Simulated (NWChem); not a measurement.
Molecule: C3Cl2F2; SMILES FC(F)=C=C(Cl)Cl

Problem. Give the equilibrium geometry at PBE-D3(BJ)/def2-SVP (NWChem) as an XYZ file, with the point group.

Solution. point group C2v; any orientation.
```
7

F      1.0860     0.0000     2.6362
C      0.0000     0.0000     1.8746
F     -1.0860     0.0000     2.6362
C      0.0000     0.0000     0.5588
C      0.0000     0.0000    -0.7553
Cl     0.0000     1.4591    -1.7095
Cl     0.0000    -1.4591    -1.7095
```
